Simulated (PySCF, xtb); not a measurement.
C2H5Si, SMILES [CH2][Si]C (connectivity only; charge and spin as stated), charge +1, multiplicity 1.

Harmonic wavenumbers (cm⁻¹) from GFN2-xTB (xtb 6.7.1) at its own minimum, in rising order: 7, 182, 233, 380, 718, 743, 824, 824, 1173, 1311, 1317, 1347, 1347, 2932, 2944, 2945, 3008, 3041.

What does TPSSh-D3(BJ)/def2-TZVP run with PySCF 2.14.0 give at its own minimum? (An estimate is asked for; the answer gives what the named calculation found.)

98, 132, 232, 574, 635, 770, 790, 818, 972, 1257, 1345, 1405, 1429, 3007, 3082, 3084, 3152, 3168. Paired by order, the mean absolute difference is 85 cm⁻¹ and the zero-point energies are 36.1 and 37.1 kcal/mol.
